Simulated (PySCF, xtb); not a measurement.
Be(OMe)(NH2) (CH₅BeNO), SMILES C[O][Be][NH2].

xtb 6.7.1 with GFN2-xTB at its own geometry gives an orbital gap of 6.89 eV and a dipole moment of 0.20 D.

The structure is a stationary point at PBE-D3(BJ)/def2-SVP. The values are those of a single conformer.

### Question
What does PBE/def2-TZVPD in PySCF give? (Estimate from the structure and the level; the computed values follow.)

### Answer
gap 4.79 eV (levels -5.65 and -0.86 eV), dipole 0.79 D.
